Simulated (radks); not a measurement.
Task: Ho+, 66 electrons, occupied as [Xe] 4f10.5 6s1 6p0.5 (fractional occupations, a model configuration). All-electron calculation, Dirac Kohn-Sham, PBE, spin-unpolarised, spherical densities, finite nucleus; open shells are shared between the two j in proportion to 2j + 1; Fermi nuclear charge, rms radius 5.2022 fm. Program: a radial shooting solver on a logarithmic mesh with Libxc functionals. Some entries of the table are withheld. Estimate them.

orbital,occ.,eigenvalue (hartree),<r> (bohr),r(max) (bohr)
1s1/2,2,-2037.197,0.02074,0.01311
2s1/2,2,(1),0.08754,0.07479
2p1/2,2,-324.5419,(2),0.05625
2p3/2,4,-293.0518,(3),0.06237
3s1/2,2,-76.48537,0.2294,0.2115
3p1/2,2,-69.30714,0.2191,0.1990
3p3/2,4,-62.73007,0.2326,0.2118
3d3/2,4,-50.41231,0.2054,0.1675
3d5/2,6,-48.97540,0.2096,0.1711
4s1/2,2,-15.45379,0.5186,0.4841
4p1/2,2,-12.60172,0.5283,(4)
4p3/2,4,-11.12496,0.5592,(5)
4d3/2,4,-6.42687,0.5893,0.5179
4d5/2,6,-6.15857,0.6003,0.5267
5s1/2,2,-2.22600,1.267,1.132
5p1/2,2,-1.44804,1.423,1.233
5p3/2,4,-1.25653,1.525,1.316
4f5/2,4.5,-0.54772,0.8086,0.5192
4f7/2,6,-0.51054,0.8245,0.5244
6s1/2,1,-0.37272,3.528,3.098
6p1/2,0.166667,-0.24404,4.352,3.809
6p3/2,0.333333,-0.22699,4.598,4.036

Result: 
(1) 2s1/2 eigenvalue (hartree): -340.9322
(2) 2p1/2 <r> (bohr): 0.07290
(3) 2p3/2 <r> (bohr): 0.08007
(4) 4p1/2 r(max) (bohr): 0.4868
(5) 4p3/2 r(max) (bohr): 0.5140
